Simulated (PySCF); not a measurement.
C2H6Si, SMILES C1C[SiH2]1.

The structure is a stationary point at B3LYP-D3(BJ)/def2-TZVP.

Computed with TDA-PBE/def2-SVPD in PySCF.

Vertical excitations. The molecule is in vacuum. State labels are in the subgroup C2v.

Task: Give excitation energies, oscillator strengths and character. (Estimate from the structure and the level; the computed values follow.)

Result: 
```csv
state,symmetry,energy (eV),λ (nm),f,main pairs
S1,B2,5.93,209,0.002,HOMO→LUMO+1 98 %
S2,A1,6.24,199,0.186,HOMO→LUMO 84 %
S3,B2,6.43,193,0.027,HOMO→LUMO+2 94 %
S4,A2,6.84,181,0.000,HOMO→LUMO+3 99 %
S5,B2,6.90,180,0.004,"HOMO→LUMO+4 77 %, HOMO−1→LUMO 18 %"
S6,B2,7.12,174,0.014,"HOMO−1→LUMO 78 %, HOMO→LUMO+4 18 %"
S7,A1,7.34,169,0.000,HOMO−1→LUMO+1 94 %
S8,A1,7.48,166,0.002,"HOMO→LUMO+5 72 %, HOMO−1→LUMO+2 21 %"
S9,A2,8.00,155,0.000,"HOMO→LUMO+6 70 %, HOMO−2→LUMO 30 %"
S10,A1,8.00,155,0.196,"HOMO−1→LUMO+2 64 %, HOMO−1→LUMO+4 12 %, HOMO→LUMO+5 10 %"
T1,A1,4.86,255,0,HOMO→LUMO 98 %
T2,B2,5.74,216,0,HOMO→LUMO+1 97 %
T3,B2,6.03,206,0,HOMO→LUMO+2 87 %
T4,A2,6.37,195,0,HOMO→LUMO+3 99 %
```
Triplets are in the Tamm–Dancoff approximation.
